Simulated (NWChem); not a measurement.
System: CH$_{6}$AsB; SMILES CB[AsH2]

NWChem input:

```
start job
memory heap 200 mb stack 900 mb global 1100 mb
geometry units angstroms
  B     -1.258803     0.335362    -0.403608
  As     0.501533    -0.427831     0.158432
  H     -0.083822    -1.252625     1.267278
  H      0.834535     0.675929     1.121266
  H     -2.154039    -0.389281    -0.643026
  C     -1.482770     1.875566    -0.611008
  H     -2.084157     2.245336     0.223157
  H     -2.054721     2.107970    -1.509019
  H     -0.566939     2.467492    -0.626267
end
basis spherical
  * library def2-svp
end
dft
  xc pbe0
  iterations 150
end
driver
  maxiter 120
end
task dft optimize
task dft freq
```

The level has its own optimisation; frequencies are unscaled.

Q: What results follow from this input? (PBE0/def2-SVP.) Quantities: r As–B (Å); r B–H (Å); r B–C (Å); r As–H (Å); highest harmonic frequency (cm⁻¹); lowest (cm⁻¹); zero-point energy (kcal/mol); dipole (D).

A: The r As–B (Å) is 2.006 and the r B–H (Å) comes out as 1.212. The r B–C (Å) is 1.560. The r As–H (Å) comes out as 1.517, the highest harmonic frequency (cm⁻¹) is 3162 and the lowest (cm⁻¹) is 86. The zero-point energy (kcal/mol) is 40.3 and the dipole (D) is 1.13.
